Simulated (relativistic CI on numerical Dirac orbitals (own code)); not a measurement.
Rb II: what numerical and physical settings do to a radial Dirac CI calculation

Reference input:

```
atom Rb  Z=37  charge=1  electrons=36
nucleus A=85  rms_radius_fm=4.2036
hamiltonian dirac-coulomb  breit=on  qed=on  c_scale=1
orbitals kli  potential=per-configuration
slater_scale 1
correlation none
mixing on
grid step=0.0125 r_max=100.6
scf mixing=0.4 start=green max_iterations=150 tolerance=2e-08 node_fill=0.05
configurations
  [Ar] 3d10 4s2 4p6
  [Ar] 3d10 4s2 4p5 4d
  [Ar] 3d10 4s2 4p5 5s
  [Ar] 3d10 4s2 4p4 4d2
  [Ar] 3d10 4s2 4p5 5p
end
```

Computed lowest total energy -2977.07719 Ha, first excitation 138875.2 cm⁻¹, 58 SCF steps. Runs with settings changed; * marks those that are bad on purpose (the QED terms keep the true α when c is scaled):

```csv
Changed,Outcome,Lowest level,ΔE (Ha),First excitation (cm⁻¹),SCF steps,Message
"grid step 0.02, SCF tolerance 1e-10, end of the grid at 150.9 bohr",converged,4p6 1S_0,9.55e-05,138875.2,68,
"end of the grid at 150.9 bohr, Breit term off, SCF mixing 0.1",converged,4p6 1S_0,-1.57,138902.8,71,
"iteration limit 20, nuclear radius 4.624 fm",converged,4p6 1S_0,0.00541,138875.5,58,
speed of light × 0.05 *,not converged,,,,1,SCF of 1s2 2s2 2p6 3s2 3p6 3d10 4s2 4p6 stopped: an orbital could not be found
configuration list: overfill *,refused,,,,0,configuration [Ar] 3d10 4p7: a shell holds more than 4l+2 electrons
```

With so few configurations and no correlation, terms lie too far apart (by 10 to 50 % near neutrality), their order can be wrong, and levels of other configurations are missing.
